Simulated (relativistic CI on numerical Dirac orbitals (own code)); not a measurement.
## Energy levels of Bi79+

These numbers are calculated, not measured: Dirac-Coulomb-Breit CI, orbitals from a KLI potential per configuration, model QED (radiative potential, 1s self-energy scaled to tabulated hydrogen-like ionisation energies), unscaled Slater integrals (own radial code, finite nucleus).

Configurations in the expansion (outside the closed core 1s2): 2s2, 2s.2p, 2p2, 2p.3s, 2p.3p, 2s.3s, 2s.3p, 2s.3d, 2s.4s, 2s.4p, 2s.4d, 2s.4f, 2s.5s, 3s2, 2s.5p, 2s.5d, 2s.5f, 2s.5g, 3s.3p, 3p2. Levels of other configurations are missing.

```
No.  Configuration  Term  J   E (eV)    %  Lifetime (s)  jj configuration (%)
  1            2s2    1S  0      0.0   98                         closed (98)
  2          2s.2p   3P°  0    214.6  100                      2s 2p1/2 (100)
  3          2s.2p   3P°  1    252.3   69      1.32e-10        2s 2p1/2 (100)
  4            2p2    3P  0    594.5   67      9.76e-12          2p1/2^2 (98)
  5          2s.2p   3P°  2   2732.2  100      1.42e-11        2s 2p3/2 (100)
  6          2s.2p   1P°  1   2838.2   69      2.61e-14        2s 2p3/2 (100)
  7            2p2    3P  1   3060.3  100      3.44e-14     2p1/2 2p3/2 (100)
  8            2p2    1D  2   3078.2   66      3.66e-14     2p1/2 2p3/2 (100)
  9            2p2    3P  2   5594.2   66      1.79e-14         2p3/2^2 (100)
 10            2p2    1S  0   5674.1   68      1.64e-14         2p3/2^2 (100)
 11          2s.3s    3S  1  14400.8  100      1.68e-15           2s 3s (100)
 12          2s.3s    1S  0  14442.9   99      2.13e-15            2s 3s (99)
 13          2s.3p   3P°  1  14498.5   66      1.21e-15         2s 3p1/2 (99)
 14          2s.3p   3P°  0  14499.3  100      1.47e-13        2s 3p1/2 (100)
 15          2p.3s   3P°  0  14662.9  100      2.30e-15        2p1/2 3s (100)
 16          2p.3s   3P°  1  14665.7   66      1.94e-15         2p1/2 3s (99)
 17          2p.3p    3D  1  14721.3   74      7.39e-16     2p1/2 3p1/2 (100)
 18          2p.3p    3P  0  14788.5   67      7.54e-16      2p1/2 3p1/2 (99)
 19          2s.3p   3P°  2  15244.5  100      8.46e-14        2s 3p3/2 (100)
 20          2s.3p   1P°  1  15253.0   67      9.65e-16        2s 3p3/2 (100)
 21          2s.3d    3D  1  15282.1  100      3.34e-16        2s 3d3/2 (100)
 22          2s.3d    3D  2  15287.8   66      3.13e-16         2s 3d3/2 (99)
 23          2s.3d    3D  3  15476.2  100      3.69e-16        2s 3d5/2 (100)
 24          2s.3d    1D  2  15481.2   34      6.27e-16      2p1/2 3p3/2 (51)
 25          2p.3p    3P  1  15495.2   49      1.36e-15     2p1/2 3p3/2 (100)
 26          2s.3d    1D  2  15510.1   32      5.61e-16         2s 3d5/2 (51)
 27          2p.3s   3P°  2  17209.2  100      2.68e-15        2p3/2 3s (100)
 28          2p.3s   1P°  1  17220.8   67      1.51e-15        2p3/2 3s (100)
 29          2p.3p    3P  1  17294.7   51      7.86e-16     2p3/2 3p1/2 (100)
 30          2p.3p    3D  2  17295.6   49      7.81e-16     2p3/2 3p1/2 (100)
```

Energies count from the lowest computed level; ° marks odd parity; lifetimes are radiative, by E1, M1, E2, M2 decay to levels of this space only; some are left blank where a channel outside the calculation adds to the decay or the decay crosses a small, uncertain gap. Filled j subshells are mostly left out of the jj labels.

The mean weight of the leading LS term, summed over parents, in these 30 levels is 76 %, and that of the leading jj configuration (from the same eigenvectors) 96 %, so jj coupling describes them better and the LS labels are nominal.

At this charge energies of transitions that change n are usually good to better than 1 %, and those within a shell (Δn = 0) to a few per cent.

LS names give the leading component of a level, which can be under half, so a name can repeat, a term be missing and a line seem to break the LS rules.
